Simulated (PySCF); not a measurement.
**TDDFT excited states: C4H9AsS**

Compound: C₄H₉AsS.
InChI=1S/C4H9AsS/c6-4-1-2-5-3-4/h4-6H,1-3H2/t4-/m1/s1

Computed with PySCF, TDDFT PBE0/def2-SVPD, vertical, gas phase, core orbitals frozen in the response. The structure is a single PBE0-D3(BJ)/def2-SVP conformer in the gas phase; no vibrational or solvent corrections. The PBE0/def2-SVPD calculation is non-relativistic and has no spin–orbit coupling, an omission that weighs most on arsenic.

| state | E (eV) | E (kJ/mol) | λ (nm) | f | main configurations (H = HOMO, L = LUMO) |
| --- | --- | --- | --- | --- | --- |
| S1 | 5.43 | 524 | 228.1 | 0.0085 | H→L (74%), H→L+2 (20%) |
| S2 | 5.94 | 573 | 208.8 | 0.034 | H-1→L (83%) |
| S3 | 5.98 | 577 | 207.3 | 0.0028 | H→L+1 (58%), H→L+3 (16%), H→L+2 (9%) |
| S4 | 6.16 | 594 | 201.3 | 0.090 | H-1→L+1 (87%) |
| S5 | 6.33 | 610 | 196.0 | 0.0003 | H→L+2 (45%), H→L+1 (29%), H→L (11%) |
| S6 | 6.58 | 635 | 188.5 | 0.0046 | H→L+3 (72%), H→L+2 (13%) |
| S7 | 6.73 | 650 | 184.1 | 0.035 | H-1→L+2 (89%) |
| S8 | 6.94 | 669 | 178.7 | 0.163 | H-1→L+3 (69%), H-1→L+5 (15%) |
| S9 | 7.06 | 681 | 175.6 | 0.020 | H→L+4 (84%) |
| S10 | 7.23 | 698 | 171.5 | 0.0088 | H-1→L+4 (59%), H-1→L+3 (13%), H-1→L+5 (13%) |

Triplets (Tamm–Dancoff): T1 5.02 eV, H→L (58%), H→L+2 (26%); T2 5.06 eV, H-1→L (44%), H-1→L+1 (26%); T3 5.23 eV, H-1→L+1 (47%), H-1→L (19%), H-1→L+2 (15%); T4 5.56 eV, H→L+1 (39%), H→L+3 (29%), H→L (13%).

The lowest singlet lies at 5.43 eV (228 nm, ultraviolet) and is weak; its leading configuration is HOMO→LUMO (74%). The most intense listed level is S8 at 6.94 eV (179 nm, f = 0.163), 1.50 eV above S1. Löwdin shares by element: HOMO sulfur 71%, carbon 10% or more, hydrogen 6% or more; LUMO sulfur 23%, arsenic 21%, hydrogen 10% or more, carbon 8% or more (atoms not listed hold the other 39%). Weighted by f, the mean energy of these states is 6.60 eV. The listed states span 1.79 eV, and the widest gap between neighbours is 0.50 eV (S1 to S2). The oscillator strengths of these states sum to 0.366; summed over the whole spectrum of an exact calculation they would give the number of electrons, 82 (Thomas–Reiche–Kuhn). The vertical ionisation energy (ΔSCF) is 8.73 eV, 1.50 eV above S10. The window holds the lowest 10 singlets.
